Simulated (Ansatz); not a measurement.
Au2, SMILES [Au][Au], multiplicity 1.

Geometry: PBE-D3(BJ)/def2-TZVPD. The spin state was assumed, not searched. The def2 effective core potentials stand for the cores of Au; spin–orbit coupling is left out.

Two levels are set side by side: PBE/def2-TZVPD (Ansatz, a quantum-chemistry and plane-wave program) and CAM-B3LYP/def2-TZVPD (Ansatz). Energy differences of separate SCF runs at the same geometry; the states with an electron removed or added have multiplicity 2 and 2. Differences are taken from unrounded values.

```
quantity                            PBE
---------------------------------  ----
vertical ionisation energy (eV)    9.41
vertical electron affinity (eV)    1.83
vertical singlet–triplet gap (eV)  1.99
```

Task: These are the PBE values. What does CAM-B3LYP give? (An estimate is asked for; the answer gives what the named calculation found.)

Result: 
```
quantity                           CAM-B3LYP  PBE minus CAM-B3LYP
---------------------------------  ---------  -------------------
vertical ionisation energy (eV)         9.14                 0.27
vertical electron affinity (eV)         1.70                 0.14
vertical singlet–triplet gap (eV)       2.04                -0.04
```
